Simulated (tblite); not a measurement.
Run record: tight-binding relaxation, `[Si@@H]([SiH3])(C)[GeH3]`.

Computed with GFN2-xTB geometry optimisation, gas phase (tblite 0.8.0). Start geometry: from a force field or distance geometry. The input is one job of a driver script: a line of settings, then coordinates in Å.

Command:
```bash
OMP_NUM_THREADS=1 python probes_run.py task.json out
```

Input:
```
{"job": {"kind": "relax", "xc": "GFN2-xTB", "basis": "xTB"}, "charge": 0, "multiplicity": 1}
C     -0.138800     1.594800    -1.153600
Si    -0.024900     0.441000     0.292500
Si    -1.771900    -0.938000     0.316100
Ge     1.913900    -0.807500     0.107900
H     -1.078800     2.194200    -1.060100
H     -0.174800     1.009100    -2.095900
H      0.730800     2.279200    -1.164800
H      0.016800     1.216100     1.555400
H     -3.009900    -0.145800     0.426000
H     -1.805500    -1.706200    -0.934800
H     -1.678700    -1.855300     1.453700
H      2.011800    -1.787800     1.323000
H      3.135600     0.134500     0.112400
H      1.873800    -1.628800    -1.205000
```

Q: Give the output.

A: 
```
step      E/eV     max force
  0    -342.45454    1.337
  1    -342.55016    0.752
  2    -342.61175    0.572
  3    -342.65240    0.630
  4    -342.69694    0.509
  5    -342.72326    0.445
  6    -342.74933    0.509
  7    -342.76741    0.500
  8    -342.78473    0.355
  9    -342.79482    0.313
... (27 lines left out)
 37    -342.82128    0.037
 38    -342.82139    0.040
 39    -342.82148    0.032
 40    -342.82153    0.020
 41    -342.82155    0.015
 42    -342.82157    0.014
 43    -342.82160    0.019
 44    -342.82164    0.021
 45    -342.82166    0.017
 46    -342.82168    0.009
```

«max force» is the largest atomic force in eV/Å.

Q: From which step on does the largest force stay under 0.1 eV/Å, and how much energy is left to gain from there?

A: From step 15 (0.084 eV/Å), 8.4 meV above the end.

Main results: energy lowered by 8.5 kcal/mol over 46 steps; largest atomic force 0.009 eV/Å at the end.

Q: Where do the atoms end?

A: 0.149 Å rms from the input after alignment:
```
atom  x, y, z in Å
C1    -0.1314    1.6554   -1.1657
Si2   -0.0562    0.4325    0.2951
Si3   -1.9052   -0.9775    0.3400
Ge4    1.9618   -0.7698    0.1191
H5    -1.0214    2.2762   -1.1197
H6    -0.1478    1.1284   -2.1167
H7     0.7312    2.3172   -1.1729
H8     0.0489    1.2543    1.5172
H9    -3.1673   -0.2427    0.4586
H10   -2.0076   -1.7949   -0.8736
H11   -1.8446   -1.9076    1.4708
H12    2.1995   -1.7568    1.2265
H13    3.2446    0.0144    0.1015
H14    2.0949   -1.6296   -1.1075
```

Time: 0.78 s wall. Hardware: one thread, AMD EPYC (x86_64), no GPU, shared host with 64 logical CPUs at a one-minute load of 6.5.
Labels such as C1 count atoms from 1, the log's own numbers from 0.
